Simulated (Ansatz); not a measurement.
Abridged output of a molecular run in Ansatz:

```
Functional definition: HF
959 factors; integrals over basis functions are off by at most 1.1e-3 eV
mean field evaluation 1: about -17615.7747 eV, gradient 4.0e1 eV
mean field evaluation 2: about -17615.7791 eV, gradient 4.0e1 eV
mean field evaluation 4: about -17619.4209 eV, gradient 3.6e0 eV
mean field evaluation 8: about -17619.4648 eV, gradient 1.1e-4 eV
mean field -17619.46480698 eV, -647.5033887543 hartree, gradient 2.5e-6 eV, S^2 0.000000; 0 other end points of the search recorded, 0 dependent functions left out
12 core orbitals not correlated: weight in the atoms' cores, before any rotation towards them, 1.000 or more for the frozen orbitals, at most 0.000 for the correlated occupied ones
reference -17619.46480698 eV, -647.5033887543 hartree; 12, 12 occupied and 75, 75 virtual orbitals, 959 factors
second order -13.38674672 eV of doubles, -0.00000000 eV of singles
cycle   1  -14.24447674 eV  change   -8.6e-1 eV  update   9.3e-2
cycle   2  -14.67532464 eV  change   -4.3e-1 eV  update   2.8e-2
cycle   3  -14.77954772 eV  change   -1.0e-1 eV  update   1.5e-2
cycle   4  -14.77600156 eV  change    3.5e-3 eV  update   3.5e-3
cycle   5  -14.77572005 eV  change    2.8e-4 eV  update   1.4e-3
cycle   6  -14.77581404 eV  change   -9.4e-5 eV  update   4.3e-4
cycle   7  -14.77565193 eV  change    1.6e-4 eV  update   1.8e-4
cycle   8  -14.77564844 eV  change    3.5e-6 eV  update   4.6e-5
cycle   9  -14.77565665 eV  change   -8.2e-6 eV  update   1.4e-5
perturbative correction -0.33050538 eV, -0.0121458486 hartree
Total energy: -17634.57096901 eV, -648.0585299696 hartree
```

Its atoms:

Cartesian coordinates in Å:
```
C 1.4659 -1.1742 0.0341
Si -0.2389 -0.7330 0.6380
O -0.7875 0.5998 -0.1187
Al -1.3447 2.0583 -0.7376
H 1.4619 -1.3668 -1.0415
H 2.1744 -0.3673 0.2367
H 1.8270 -2.0751 0.5379
H -0.2069 -0.4922 2.1087
H -1.1766 -1.8611 0.3776
H -1.0994 3.3739 0.1030
H -2.0753 2.0375 -2.1381
```

Q: Which basis set was used?
A. def2-TZVPP
B. cc-pV(T+d)Z
C. def2-SVPD
D. def2-SVP

A: D. It gives 99 functions.

Q: Write the keys of the input that set method, charge and spin (a neutral closed shell needs none for the last two).

A: 
```yaml
correlation: {method: ccsd_t}
```
